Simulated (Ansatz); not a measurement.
Molecule: C$_{6}$H$_{11}$, net charge 0, doublet state. It need not be the lowest isomer of its formula. 
Structure (B3LYP-D3(BJ)/def2-TZVP (Ansatz, a program for electronic structure) minimum search):
```
C
H 1 1.0900
H 1 1.0944 2 106.59
C 1 1.4973 2 111.55 3 119.49
C 4 1.3315 1 127.56 2 10.90
H 5 1.0865 4 117.38 1 179.07
H 4 1.0870 5 117.48 6 0.80
C 5 1.4972 6 115.04 4 -179.92
H 8 1.0888 5 112.87 6 -179.06
H 8 1.0939 9 107.88 2 -128.83
H 8 1.0940 9 107.94 10 -114.77
C 1 1.5553 2 108.93 3 -116.53
H 12 1.0927 1 107.96 2 -63.91
H 12 1.0957 13 106.79 1 115.54
C 12 1.4831 13 110.66 14 120.08
H 15 1.0813 12 121.26 13 26.72
H 15 1.0822 16 117.57 12 -171.56
```
Charge 0, spin multiplicity 2.

Property: atomisation energy (electronic, to ground-state atoms), in kJ/mol. Correlated levels leave the core frozen unless marked. Open shells are spin-unrestricted. No spin-orbit coupling. No relativistic terms. The coupled-cluster limit lacks core correlation, which all-electron functionals hold. CBS(X,Y): correlation extrapolated as X^-3; Hartree-Fock from the larger set. [CCSD(T)-MP2]/basis is that difference in the basis named.

```
level           program  atomisation energy (kJ/mol)
--------------  -------  ---------------------------
PBE/def2-TZVPD   Ansatz                       6961.0
```

Q: Estimate the value at RI-MP2/CBS(cc-pVTZ,cc-pVQZ)+[CCSD(T)-MP2]/cc-pVTZ as computed with Ansatz.

A: 6837.0 kJ/mol
